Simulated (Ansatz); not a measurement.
BrCl, charge -1, doublet, at the geometry of the source list (a state made from the parent by changing its charge; the spin is typed, not shown lowest) (a gas-phase anion, which may not be bound at this level). Base run: PBE/STO-3G (Ansatz, a quantum-chemistry and plane-wave program).

Geometry (Å):
```xyz
2

Cl     1.0679     0.0000     0.0000
Br    -1.0679     0.0000     0.0000
```
Charge -1, spin multiplicity 2.
Orbitals are unrestricted.
All else is at Ansatz's defaults.

Variants of this job, named by their change:

```tsv
change	basis functions	E (Eh)
base	27	-3000.39148
basis = x2c-SVPall; relativity = spin-free X2C	50	-3066.72023
basis = cc-pVDZ-DK; relativity = spin-free X2C; nucleus = Gaussian	45	-3067.23119
basis = ANO-RCC-VDZP; relativity = spin-free X2C; nucleus = Gaussian	45	-3067.38065
basis = x2c-SVPall; relativity = spin-free X2C; nucleus = Gaussian	50	-3066.70371
basis = cc-pVDZ-DK; relativity = spin-free X2C	45	-3067.24991
basis = x2c-SVPall; relativity = none	50	-3018.80506
basis = cc-pVDZ-DK; relativity = none	45	-3013.78861
basis = ANO-RCC-VDZP; relativity = none	45	-3011.61267
basis = ANO-RCC-VDZP; relativity = spin-free X2C	45	-3067.40255
```

Total energies compare only within one method and basis.

Ansatz warned in this series: the basis is contracted for relativity, which the run leaves out.

A gas-phase anion may not be bound at this level; its values then depend on the basis.

Basis sets contracted for a relativistic Hamiltonian are a mismatch without it, so the rows without relativity aren't non-relativistic limits. No row has spin-orbit coupling; sets with core potentials leave out the core electrons.
